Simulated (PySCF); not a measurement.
Cl2H4OSi2, SMILES [SiH2](Cl)O[SiH2]Cl. Atoms are numbered in the order given.

```xyz
9

Si     1.4057    -0.6782     0.6409
Cl     2.1280     0.4782    -0.9284
O      0.0000     0.0000     1.2352
Si    -1.4057     0.6782     0.6409
Cl    -2.1280    -0.4782    -0.9284
H      1.1423    -2.0555     0.1205
H      2.4070    -0.6656     1.7490
H     -2.4070     0.6656     1.7490
H     -1.1423     2.0555     0.1205
```

Geometry: PBE-D3(BJ)/def2-SVP. The values are those of a single conformer.

These are PBE-D3(BJ)/def2-SVP (PySCF) values and carry that method's errors.

Frequencies are harmonic and unscaled.

Computed normal modes with their intensities:
```csv
mode,ν (cm⁻¹),IR (km/mol),moving atoms (share of kinetic energy)
1,28,0.2,"Cl 79 %, Si 11 %"
2,48,3.7,"Si 38 %, Cl 22 %, O 21 %, H 19 %"
3,64,0.7,"Si 40 %, Cl 39 %, H 16 %"
4,241,13.0,"O 50 %, Cl 26 %, Si 17 %"
5,280,2.3,"O 51 %, Si 23 %, Cl 18 %, H 8 %"
6,519,41.0,"Si 53 %, Cl 39 %"
7,534,57.1,"Si 50 %, Cl 44 %"
8,605,1.4,"H 55 %, Si 39 %"
9,611,52.3,"H 79 %, Si 15 %"
10,635,51.4,"H 46 %, Si 35 %, O 15 %"
11,701,13.6,H 92 %
12,707,19.6,H 89 %
13,850,443.9,"H 84 %, Si 14 %"
14,899,242.2,"H 84 %, Si 14 %"
15,925,199.8,H 95 %
16,938,1.1,"H 91 %, Si 9 %"
17,1047,376.2,"O 76 %, Si 17 %"
18,2204,150.1,H 98 %
19,2206,0.1,H 97 %
20,2221,101.4,H 96 %
21,2222,122.3,H 96 %
```
